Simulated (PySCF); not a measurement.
**Shifts of the heteroatoms**

Molfile (atoms numbered from 1):
```
C8H10O
     RDKit          3D

 19 19  0  0  0  0  0  0  0  0999 V2000
    3.0734   -0.2559   -0.0067 C   0  0  0  0  0  0  0  0  0  0  0  0
    2.0269    0.2708    0.5990 C   0  0  0  0  0  0  0  0  0  0  0  0
    1.0132    1.1549   -0.0717 C   0  0  0  0  0  0  0  0  0  0  0  0
   -0.3349    0.5151   -0.0257 C   0  0  0  0  0  0  0  0  0  0  0  0
   -1.3964    0.9032    0.6887 C   0  0  0  0  0  0  0  0  0  0  0  0
   -2.5316    0.0042    0.4814 C   0  0  0  0  0  0  0  0  0  0  0  0
   -3.6312    0.0796    0.9754 O   0  0  0  0  0  0  0  0  0  0  0  0
   -2.0688   -1.0692   -0.4962 C   0  0  0  0  0  0  0  0  0  0  0  0
   -0.6123   -0.7305   -0.8145 C   0  0  0  0  0  0  0  0  0  0  0  0
    3.2817   -0.0723   -1.0484 H   0  0  0  0  0  0  0  0  0  0  0  0
    3.7742   -0.8860    0.5136 H   0  0  0  0  0  0  0  0  0  0  0  0
    1.8362    0.0721    1.6453 H   0  0  0  0  0  0  0  0  0  0  0  0
    0.9771    2.1187    0.4422 H   0  0  0  0  0  0  0  0  0  0  0  0
    1.3058    1.3188   -1.1116 H   0  0  0  0  0  0  0  0  0  0  0  0
   -1.4553    1.7585    1.3383 H   0  0  0  0  0  0  0  0  0  0  0  0
   -2.7065   -1.0472   -1.3799 H   0  0  0  0  0  0  0  0  0  0  0  0
   -2.1844   -2.0502   -0.0361 H   0  0  0  0  0  0  0  0  0  0  0  0
    0.0758   -1.5242   -0.5149 H   0  0  0  0  0  0  0  0  0  0  0  0
   -0.4526   -0.5512   -1.8798 H   0  0  0  0  0  0  0  0  0  0  0  0
  1  2  2  0
  2  3  1  0
  3  4  1  0
  4  5  2  0
  5  6  1  0
  6  7  2  0
  6  8  1  0
  8  9  1  0
  9  4  1  0
  1 10  1  0
  1 11  1  0
  2 12  1  0
  3 13  1  0
  3 14  1  0
  5 15  1  0
  8 16  1  0
  8 17  1  0
  9 18  1  0
  9 19  1  0
M  END
```

- shielding tensors at PBE0/pcSseg-1 (GIAO)
- geometry: GFN2-xTB
- code: PySCF 2.14
- isolated molecule, relativity neglected, one averaged value for each set of equivalent atoms, one computed conformer

Predict the 17O NMR data.

## Answers


```
atoms    environment  σ (ppm)  δ (ppm)
   O7  ketone oxygen   -285.5    526.7
```

Shieldings were converted by a linear fit to measured shifts: 17O (scatter 10.7 ppm rms, 12.2 ppm with the 3 outliers that the fit left out vs liquid water, solution or neat liquid). Occasional misses reach two or three times the rms, and more in compound classes unlike the fitted ones.

On a 300 MHz spectrometer 17O resonates near 40.7 MHz, so 1 ppm is 40.7 Hz.
